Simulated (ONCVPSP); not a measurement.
## A failed generation for Ho (Z = 67)

Input:

```
# ATOM AND REFERENCE CONFIGURATION
# atsym  z   nc   nv     iexc    psfile
  Ho 67.00    9    4  -001012      upf
#
#   n    l    f
    1    0    2.00
    2    0    2.00
    2    1    6.00
    3    0    2.00
    3    1    6.00
    3    2   10.00
    4    0    2.00
    4    1    6.00
    4    2   10.00
    4    3   11.00
    5    0    2.00
    5    1    6.00
    6    0    2.00
#
# PSEUDOPOTENTIAL AND OPTIMIZATION
# lmax
    3
#
#   l,   rc,      ep,       ncon, nbas, qcut
    0    2.36    0.00    4    9    5.70
    1    1.98    0.00    4    8    4.60
    2    2.56    0.15    5   10    5.30
    3    1.72    0.00    4    9   13.40
#
# LOCAL POTENTIAL
# lloc, lpopt,  rc(5),   dvloc0
    4    4    1.46    4.00
#
# VANDERBILT-KLEINMAN-BYLANDER PROJECTORs
# l, nproj, debl
    0    2    3.50
    1    3    3.20
    2    2    2.50
    3    2    1.60
#
# MODEL CORE CHARGE
# icmod, fcfact, rcfact
    3    4.00    1.75
#
# LOG DERIVATIVE ANALYSIS
# epsh1, epsh2, depsh
   -3.00    5.00    0.02
#
# OUTPUT GRID
# rlmax, drl
    6.00    0.01
#
# TEST CONFIGURATIONS
# ncnf
    4
# nvcnf
#   n    l    f
    4
    4    3   11.00
    5    0    2.00
    5    1    6.00
    6    0    1.00
#
    4
    4    3   11.00
    5    0    2.00
    5    1    6.00
    6    0    0.00
#
    4
    4    3   10.00
    5    0    2.00
    5    1    6.00
    6    0    0.00
#
    5
    4    3   10.00
    5    0    2.00
    5    1    6.00
    6    0    2.00
    5    2    1.00
#
```

```bash
oncvpsp.x < Ho.dat > Ho.out
```

End of the output:

```
    Optimizing pswf for qcut=   5.31 a_B^-1,  ecut=  14.08 Ha
    Residual kinetic energy error=  1.81D-05 Ha

    Energy error per electron        Cutoff
         Ha          eV             Ha
         0.01000     0.27211        8.58
         0.00100     0.02721       11.00
         0.00010     0.00272       13.01
         0.00001     0.00027       14.78

   Wellstate for l =  3  n =  6
     eigenvalue =   1.4765
     asymptotic potential =   1.9765
     half-point radius =  4.6316

Calculating optimized projector #   1

 for l=   3

    Fraction of norm inside rc  0.934495
    Optimizing pswf for qcut=  13.40 a_B^-1,  ecut=  89.77 Ha
    Residual kinetic energy error=  3.05D-05 Ha
 ERROR pspot:  first pseudo wave function has node,          program will stop
 ERROR pspot: try changing psp parameters for this l
```

Problem. Why did it fail, and what change makes it run?

Solution. The run stopped because the optimised pseudo-wave of the first projector has a node, so the radial equation cannot be inverted for a potential. A run that differs only in the following succeeds: all radii but the core radius scaled by about 0.78 (s 1.85, p 1.55, d 2.00, f 1.35 bohr); local potential polynomial inside 1.15 bohr (lpopt 4, dvloc0 4 Ha). Other answers can fit too; this one was computed.
